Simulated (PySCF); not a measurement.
SMILES O[Si](F)([SiH3])[SiH3], singlet, B3LYP/def2-SVP optimised geometry.

```
12

O      1.77    -1.49     0.00
Si     0.10    -1.49     0.00
F     -0.29    -2.16    -1.43
Si    -0.76    -2.90     1.69
Si    -0.75     0.72     0.00
H      2.24    -1.12     0.76
H     -0.31    -2.40     3.03
H     -0.26    -4.29     1.51
H     -2.25    -2.90     1.67
H     -0.24     1.49    -1.17
H     -2.24     0.71    -0.03
H     -0.31     1.41     1.25
```

Density from PySCF 2.14.0 with B3LYP/def2-TZVP at that geometry.

Minimum of the electron density along straight lines between bonded atoms, close to the bond critical point (lines longer than 1.1 times the sum of covalent radii, or with two minima, are not listed):

```csv
bond,length / Å,ρ at the minimum / e bohr⁻³,∇²ρ there / e bohr⁻⁵,position (fraction from the first atom)
O1–Si2,1.668,0.132,0.74,0.59
Si2–F3,1.632,0.128,0.84,0.42
Si2–Si4,2.366,0.096,-0.17,0.52
Si2–Si5,2.367,0.096,-0.17,0.52
O1–H6,0.964,0.351,-2.36,0.80
Si4–H7,1.496,0.117,0.15,0.49
Si4–H8,1.492,0.119,0.14,0.49
Si4–H9,1.493,0.119,0.15,0.49
Si5–H10,1.493,0.119,0.14,0.49
Si5–H11,1.493,0.119,0.15,0.49
Si5–H12,1.496,0.117,0.15,0.49
```
